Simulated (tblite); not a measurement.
C2H8Si2.
Numbering: `[SiH3:1][C@@H:2]1[CH2:3][SiH2:4]1` (hydrogens: H5, H6, H7 on Si1; H8 on C2; H9, H10 on C3; H11, H12 on Si4)

Computed geometry: GFN2-xTB, gas phase.

Question: Give the optimised bond lengths and angles.

Answer: 
```csv
bond,length (Å),order
Si1–C2,1.881,single
C2–C3,1.542,single
C3–Si4,1.877,single
C2–Si4,1.892,single
"Si1–H5, Si1–H6, Si1–H7",1.466,single
C2–H8,1.087,single
C3–H9,1.082,single
C3–H10,1.082,single
Si4–H11,1.454,single
Si4–H12,1.452,single
```

Bonds in one row agree within 0.01 Å and their mean is given. Orders are formal, as drawn. A selection of angles:
```csv
angle,degrees
C2–Si1–H5,109.0
C2–Si1–H6,110.7
H5–Si1–H6,109.2
H6–Si1–H7,108.4
Si1–C2–C3,118.4
Si1–C2–Si4,125.3
Si1–C2–H8,112.6
C3–C2–Si4,65.3
C3–C2–H8,112.8
Si4–C2–H8,114.3
C2–C3–Si4,66.4
C2–C3–H9,115.7
C2–C3–H10,116.1
Si4–C3–H9,119.5
Si4–C3–H10,121.0
H9–C3–H10,111.1
C3–Si4–H11,118.0
C3–Si4–H12,118.4
C2–Si4–C3,48.3
C2–Si4–H11,118.2
C2–Si4–H12,119.5
H11–Si4–H12,116.9
```

Torsions: Si1–C2–C3–Si4 -118° (anticlinal); Si1–C2–Si4–C3 108° (anticlinal).

The 3-membered ring C2–C3–Si4 has internal angles of 48.3° to 66.4°. Si4 (SiH2 silicon) has angles from 48.3° to 119.5°. Si1 (SiH3 silicon) is tetrahedral (angles from 108.4° to 110.7°).

Point group: C1 (no symmetry element, even within 0.4 Å). Its GFN2-xTB frequencies are all real (lowest 89 cm⁻¹).
